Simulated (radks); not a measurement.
Task: Spherical quantum dot in the effective-mass picture: electrons in a parabolic well V = omega^2 r^2 / 2 with omega = 0.616, with a point charge +2 (a donor) at the centre, all in effective atomic units (hartree* = m*/eps^2 hartree, bohr* = eps/m* bohr), one dielectric constant everywhere. Method: non-relativistic Kohn-Sham, LDA (Slater exchange, Perdew-Wang correlation), spin-polarised, spherical densities; computed with a radial shooting solver with Libxc functionals. Levels are named by radial order and angular momentum (1s, 1p, 1d, 2s, ...), and open shells are averaged over m. Results are scaled to m* = 0.141 and eps = 10, for which hartree* = 38.37 meV and bohr* = 3.753 nm. At N = 30 the configuration is 1s2 1p6 1d10 2s2 1f(up 7, down 0) 2p(up 3, down 0). Does electron 31 go into 2p down or 1f down or 3s up?

Result: Into 1f down. The total energies of the other choices lie higher by 2.45 meV (2p down), 3.82 meV (3s up).
